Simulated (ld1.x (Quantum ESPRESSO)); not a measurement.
# Configuration tests for scandium (PAW)

```
Element                 : Sc (Z = 21)
Generator               : ld1.x (Quantum ESPRESSO) 7.5
Type                    : PAW
Functional              : PBE
Relativity              : scalar-relativistic
Frozen core             : [Ne]
Valence charge          : 11
Reference configuration : 3s2 3p6 3d1 4s2 4p0
Partial waves           : 3s (bound): rcut 1.65, rcutus 1.90 bohr; 4s (bound): rcut 1.65, rcutus 1.90 bohr; 3p (bound): rcut 1.60, rcutus 1.70 bohr; 4p (bound, empty): rcut 1.60, rcutus 1.70 bohr; 3d (bound): rcut 2.00, rcutus 2.70 bohr; 3d channel at 1.1 Ry: rcut 2.00, rcutus 2.70 bohr; 4f channel at 0.4 Ry: rcut 1.85, rcutus 2.45 bohr; 4f channel at 2.95 Ry: rcut 1.85, rcutus 2.45 bohr
Local potential         : all-electron potential smoothed inside 2.70 bohr (lloc = -1)
Core correction         : a·sin(br)/r model core inside 1.25 bohr
Augmentation charge     : BESSEL, radius 1.70 bohr
```

Energies are relative to the spin-unpolarised reference configuration 3s2 3p6 3d1 4s2 4p0; without spin polarisation the order of configurations can differ from experiment. Not all tests gave a result: 1 of 7 tests not solved or not reliable. Left out of the table: 3s2 3p6 3d1 4s0 4p0 (solver errors, printed error -690 eV).

```csv
valence configuration,charge,ΔE all-electron (eV),error AE − PS (meV)
3s2 3p6 3d1 4s1 4p0,+1,6.897,-0.4
3s2 3p6 3d0 4s0 4p0,+3,44.535,+3.5
3s2 3p6 3d1 4s0 4p2,0,5.674,+0.1
3s1 3p6 3d1 4s2 4p0,+1,61.972,-39
3s2 3p6 3d2 4s1 4p0,0,1.668,-2.1
```

(1) What are ΔE and the potential's error for 3s2 3p6 3d1 4s1 4p1?

Levels in the configuration 3s1 3p6 3d1 4s2 4p0:

```json
{"level": "3s", "all-electron (eV)": "-69.438", "pseudo (eV)": "-69.518"}
{"level": "3p", "all-electron (eV)": "-47.628", "pseudo (eV)": "-47.713"}
{"level": "3d", "all-electron (eV)": "-15.612", "pseudo (eV)": "-15.639"}
{"level": "4s", "all-electron (eV)": "-11.552", "pseudo (eV)": "-11.548"}
```

Answers

(1) ΔE = 2.779 eV all-electron; the error (AE − PS) is +0.1 meV.
